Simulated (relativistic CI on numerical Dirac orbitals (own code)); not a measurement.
Radial parameters of Sn XXIX

Computed by Dirac-Coulomb-Breit CI, separate exchange-only KLI orbitals for each configuration, QED by a radiative potential, unscaled Slater integrals (own radial code, finite nucleus).

Slater integrals F^k, G^k are unscaled and averaged over j, outside the closed core [Ne]; ζ comes from projecting the Hamiltonian with its Breit term on Σ l·s of the shell.

- 3s2 3p6 3d4: F^2(3d,3d) = 361520, F^4(3d,3d) = 232940, ζ(3d) = 33603 cm⁻¹; <r>(3d) = 0.2811, <r^2>(3d) = 0.09195 (bohr units).
- 3s2 3p5 3d5: ζ(3p) = 263220, F^2(3d,3d) = 360670, F^4(3d,3d) = 232370, F^2(3p,3d) = 318060, G^1(3p,3d) = 346780, G^3(3p,3d) = 229290, ζ(3d) = 33148 cm⁻¹; <r>(3p) = 0.3126, <r^2>(3p) = 0.1128, <r>(3d) = 0.2817, <r^2>(3d) = 0.09234 (bohr units).
- 3s 3p6 3d5: F^2(3d,3d) = 360360, F^4(3d,3d) = 232160, G^2(3s,3d) = 261500, ζ(3d) = 33398 cm⁻¹; <r>(3s) = 0.3191, <r^2>(3s) = 0.116, <r>(3d) = 0.2819, <r^2>(3d) = 0.0925 (bohr units).

Problem. Give the Racah parameters of the d shell in 3s2 3p6 3d4.

Solution. B = F²/49 − 5F⁴/441 = 4737 cm⁻¹ and C = 35F⁴/441 = 18487 cm⁻¹.

Averages of the first 10 configurations, taken without configuration mixing, which lowers the lowest level and can move excited configurations by several eV; other configurations of the list can lie among them:

| Configuration | Parity | States | Average energy above the lowest level (eV) |
| --- | --- | --- | --- |
| 3s2 3p6 3d4 | even | 210 | 32.8 |
| 3s2 3p5 3d5 | odd | 1512 | 240.2 |
| 3s 3p6 3d5 | even | 504 | 397.1 |
| 3s2 3p6 3d3 4s | even | 240 | 670.6 |
| 3s2 3p6 3d3 4p | odd | 720 | 727.2 |
| 3s2 3p6 3d3 4d | even | 1200 | 805.2 |
| 3s2 3p5 3d4 4s | odd | 2520 | 872.1 |
| 3s2 3p6 3d3 4f | odd | 1680 | 875.1 |
| 3s 3p6 3d4 4s | even | 840 | 1030.3 |
| 3s2 3p6 3d2 4s 4p | odd | 540 | 1386.0 |
